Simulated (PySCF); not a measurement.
Computed IR spectrum (relative IR intensity) of a molecule CH₉FN₂Si₂. The structure is a stationary point at B3LYP-D3(BJ)/def2-SVP. Other conformers were not sampled. Calculation: B3LYP-D3(BJ)/def2-SVP run with PySCF. Frequencies are harmonic and unscaled.

Lines under 2 % of the strongest are left out, and lines within 2 cm⁻¹ are merged.

```csv
ν (cm⁻¹),relative intensity
267,2.4
362,4.4
449,29
494,21
727,25
754,22
804,18
839,18
886,87
913,40
940,25
947,100
967,26
1009,24
1098,4.9
1159,36
1204,83
1403,20
1452,2.2
2203,49
2214,40
2244,5.7
2262,60
2985,28
3045,13
3107,5.8
3555,9.3
3595,7.8
```

**Question.** Which molecule gave these data?
(A) N[SiH](N)[SiH2]CF
(B) C[Si@@H](N)N[SiH2]F
(C) CN[SiH2]N[SiH2]F
(D) CN[Si@@H](F)N[SiH3]

**Answer.** D, CN[Si@@H](F)N[SiH3]
